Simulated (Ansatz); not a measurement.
AlH6NSeSi, relaxed with RKS PBE-D4/def2-SVP in the Gaussian-basis code of Ansatz from a rough embedded geometry. The force threshold is 0.03 eV/Å; the program also tests the step.

Charge 0, multiplicity 1. The bonds changed during the relaxation, so this is another structure than the one it started from.

Start:

```xyz
10

N    -1.538    0.009   -0.065
Si    0.109    0.521    0.039
Al    1.244   -0.995    1.431
Se    1.124    0.552   -2.057
H    -2.059    0.676   -0.754
H    -1.614   -0.901   -0.562
H     0.206    1.894    0.602
H     1.567   -2.419    0.845
H     0.928   -0.897    3.026
H     0.034    1.561   -2.505
```

How much energy does the relaxation release, and in how many steps? (Estimate.)

Ansatz gave: 93.60 kJ/mol, in 26 steps, 2 of them rejected.

Which bonds change most? (Estimate.)

Ansatz gave: Al3–Se4 from 3.817 to 2.565 Å; Si2–Se4 from 2.329 to 2.648 Å; Si2–Al3 from 2.350 to 2.431 Å; N1–H5 from 1.091 to 1.023 Å.

Give the relaxed structure. (An estimate is asked.)

Computed: 
```xyz
10

N    -2.079   -0.105   -0.273
Si   -0.576    0.515    0.300
Al    1.363   -0.827    0.891
Se    1.383    0.208   -1.456
H    -2.673    0.381   -0.948
H    -2.286   -1.104   -0.223
H    -0.681    2.016    0.180
H     1.083   -2.391    0.689
H     2.472   -0.181    1.844
H     1.993    1.487   -1.004
```
